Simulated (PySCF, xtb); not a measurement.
FHOSi, SMILES O[Si]F (connectivity only; charge and spin as stated), neutral, multiplicity 1. One conformer was computed; it need not be the lowest.

Harmonic wavenumbers (cm⁻¹) from GFN2-xTB (xtb 6.7.1) at its own minimum, in rising order: 301, 450, 680, 746, 926, 3531.

Question: What does B3LYP-D3(BJ)/def2-TZVP (PySCF) give at its own minimum? (The exact figures need the calculation; the answer reports its results.)

Answer: 318, 496, 734, 819, 887, 3787. Paired by order, the mean absolute difference is 81 cm⁻¹ and the zero-point energies are 9.5 and 10.1 kcal/mol.
